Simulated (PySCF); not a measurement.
**Se⁺ (selenium, charge +1): UHF calculation**

Configuration: [Ar] 3d10 4s2 4p3, high-spin 4S determinant. Computed with PySCF 2.14 in cc-pVTZ-DK (6s5p3d1f, 43 functions), with scalar relativity by spin-free X2C-1e.

```
Total energy                        : -2427.752471 hartree
One-electron energy                 : -3366.7061 hartree
Hartree (Coulomb) energy            : 1025.6651 hartree
Exchange energy                     : -86.7115 hartree
⟨S²⟩                                : 3.7509
⟨L²⟩                                : 0.000
Sum of ⟨r⟩                          : 22.30 bohr
Sum of ⟨r²⟩                         : 30.90 bohr²
Langevin diamagnetic susceptibility : -24.5 ×10⁻⁶ cm³/mol
Time after the integrals            : 0.14 s of wall time on 1 thread of Neoverse-V1 (shared host)
```

| shell | electrons | mean orbital energy (hartree) | rms radius, mean of both spins (bohr) |
| --- | --- | --- | --- |
| 1s α | 1 | -468.44784 | 0.0508 |
| 1s β | 1 | -468.43654 | 0.0508 |
| 2s α | 1 | -62.72085 | 0.212 |
| 2s β | 1 | -62.71578 | 0.212 |
| 2p α | 3 | -55.04041 | 0.189 |
| 2p β | 3 | -55.02816 | 0.189 |
| 3s α | 1 | -9.60438 | 0.612 |
| 3s β | 1 | -9.58256 | 0.612 |
| 3p α | 3 | -7.11549 | 0.636 |
| 3p β | 3 | -7.08563 | 0.636 |
| 3d α | 5 | -2.98116 | 0.695 |
| 3d β | 5 | -2.96609 | 0.695 |
| 4s α | 1 | -1.34666 | 1.90 |
| 4s β | 1 | -1.03671 | 1.90 |
| 4p α | 3 | -0.78737 | 2.26 |

Densities and radii are taken from the X2C orbitals without a picture-change correction, which distorts them close to the nucleus.
